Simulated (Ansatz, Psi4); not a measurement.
Here is a job for Psi4.
```
memory 2 GB

molecule mol {
0 1
Zn   -0.000000   -0.000000   -0.338227
O     0.000000    0.000000    1.268352
}

set {
  basis def2-svp
  reference rks
  scf_type pk
  puream true
  d_convergence 1e-8
  dft_radial_points 99
  dft_spherical_points 590
}

energy('pbe0')
print_variables()
```

Q: Convert this to an input for Ansatz (an electronic-structure program).

A: This is not unique; one that fits is 
Ansatz 0.2 input:
```yaml
crystal:
  periodic: [false, false, false]
  atoms:
    - {symbol: Zn, position_ang: [-0.00000000, -0.00000000, -0.33822725]}
    - {symbol: O, position_ang: [0.00000000, 0.00000000, 1.26835217]}
basis:
  gaussian:
    orbitals: def2-SVP
hamiltonian:
  xc: pbe0
accuracy: high
```

Both were run: Psi4 gave -1853.836514 Eh and Ansatz -1853.836516 Eh, 0.001 mEh apart.
